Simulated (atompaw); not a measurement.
PBEsol PAW (atompaw) dataset for Ta (Z = 73), scalar-relativistic all-electron reference.

atompaw 4.2.0.5 input, output lines left out:

```
Ta 73
GGA-PBESOL scalarrelativistic loggrid 2001 logderivrange -9 5 351
6 6 5 4 0 0
6 0 0
6 1 0
5 2 3
0 0 0
c
c
c
c
v
v
c
c
c
v
v
c
c
v
c
2
2.35 2.05 1.62 2.25
n
n
y
1.35
n
custom rrkj vanderbiltortho besselshape
bessel
1.80
2.35
1.85
2.35
2.35
2.35
```

All-electron outer shells of the reference configuration (PBEsol, scalar-relativistic, ld1.x):

```csv
shell,level (eV),outermost node (bohr),outermost maximum (bohr)
5s,-88.59,0.54,0.98
5p,-54.98,0.58,1.13
4f,-40.30,–,0.44
6s,-18.37,1.31,2.55
5d,-18.32,0.65,1.54
6p,-12.40,1.56,3.23
```

(1) Estimate the cutoffs (Ry, on a coarse ladder) from which the occupation-weighted sum of valence levels, in a spherical-Bessel basis at the reference potential, stays within 10 and 1 mRy of its value at 400 Ry.

(2) Does the potential have ghost states?

(3) Is the overlap operator S = 1 + Σ q|β⟩⟨β| positive definite (Bessel basis up to 400 Ry)?

(4) Which valence shell sets the plane-wave cutoff?

Results:

(1) 25 Ry and 45 Ry.

(2) No extra level below or beside the all-electron valence levels (s, p, d, f tested).

(3) Yes: its lowest eigenvalue is 0.29 (d channel).

(4) 5p: its level needs 25 Ry to come within 1 mRy, against 18 Ry for 5s.
